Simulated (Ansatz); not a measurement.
Question: Predict a relaxed structure of RuO3(NH) (RuNO3H), charge 0, singlet, at PBE0-D4/def2-SVP (Ansatz).

Answer: 
Cartesian coordinates in Å:
```
Ru -0.3173 0.2123 -0.2051
O -1.6353 -0.6558 0.3519
O -0.5961 1.8541 -0.1274
O -0.0078 -0.2795 -1.7745
N 1.0452 -0.1193 0.7792
H 1.5113 -1.0119 0.9760
```
Point group Cs (tolerance 0.1 Å). The metal has 4 neighbours: O 1.67 Å, O 1.67 Å, O 1.67 Å, N 1.71 Å. This is one stationary point.

In the def2 sets Ru takes a core potential; there is no spin–orbit coupling. The restricted singlet is unstable towards broken spin symmetry at other levels; at PBE0-D4/def2-SVP this wasn't settled.
